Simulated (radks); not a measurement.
Task: These are the eigenvalues of the occupied orbitals of an atom or ion with whole-number occupations (eV). Method: non-relativistic Kohn-Sham, PBE, spin-polarised, spherical densities, point nucleus; computed with a radial shooting solver on a logarithmic mesh with Libxc functionals.

1s up: -64427.54
1s down: -64398.29
2s up: -14876.93
2s down: -14830.95
2p up: -14603.03
2p down: -14545.43

Which element is it, and in what charge state? The configuration may be excited. Open shells, if any, are filled with parallel spins first.

Result: Z = 71, lutetium, charge +63: Lu63+ in [He] 2s2 2p4. The list shows which subshells hold electrons but not how many an open one holds; the 1s level, -2367.7 hartree, gives Z - s = 68.8 by -(Z - s)^2/2, which with screening narrows Z to a few neighbours, and the depths of the outer levels then fix element, charge and occupations together.
